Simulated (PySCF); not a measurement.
Cost against size for one kind of job: PySCF 2.14.0, density-fitted response routines, GIAO PBE0/pcSseg-1 NMR shielding, non-relativistic, gas phase; work: shieldings, ring-centre shieldings, charges and field gradients. Hardware: one thread of an Arm Neoverse N1, on a shared host. Times come from a shared host and carry two figures at best.

```tsv
species (SMILES)	atoms	electrons	basis functions	SCF cycles	wall time
C=CP1C=CCC1	16	60	171	14	?
O=C([O-])CSC1=C(F)C1	13	76	180	15	43 s
C[C@@H]1SCS[C@@H]1C	17	72	183	13	51 s
O=C1C=CC[C@@H](C[SiH3])C1	21	76	220	14	75 s
C=C1C[C@@H]1[C@H]1CCO[SiH2]1	21	76	220	14	84 s
C=C1C[C@@H]1[C@@H]1CCO[SiH2]1	21	76	220	14	?
CC#C[P@]1(=O)C(C)=C1CC	21	82	232	16	93 s
CSC1([Si](C)(N)N)CC1	23	88	237	13	1.7 min
CC[Si]1(C(Cl)(Cl)Cl)CSC1	19	120	250	14	2.1 min
```

Problem. Estimate the withheld figures.

Solution. `C=CP1C=CCC1`: 41 s; `C=C1C[C@@H]1[C@@H]1CCO[SiH2]1`: 84 s.

Problem. Which species took longest, and how many times the shortest run?

Solution. `CC[Si]1(C(Cl)(Cl)Cl)CSC1`, at 2.1 min: about 3.1 times the shortest (41 s).
